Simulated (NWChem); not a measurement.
# C3H4FNSi; SMILES C1C=C([SiH2]N=1)F

```xyz
10

F     -0.0965     2.2577     0.0000
C      0.1028     0.9377     0.0000
C      1.3290     0.3487     0.0000
C      1.2365    -1.1367     0.0000
N      0.0973    -1.7615     0.0000
Si    -1.1621    -0.4986     0.0000
H      2.2891     0.8889     0.0000
H      2.1869    -1.7177     0.0000
H     -2.0146    -0.5386    -1.2326
H     -2.0146    -0.5386     1.2326
```
Atoms are numbered in this order, from 1.

All runs: NWChem. All runs use the structure optimised with PBE-D3(BJ)/def2-SVP. Level PBE/def2-SVP: energy and gradient on several grids; changes count from the extra-fine grid, which is no exact limit either.

```tsv
grid	size of the energy change (μHa)	largest change of a gradient component (μHa/bohr)
xcoarse	4000	4000
coarse	20	200
medium	< 10	< 30
fine	< 10	< 30
xfine	< 10	< 30
```
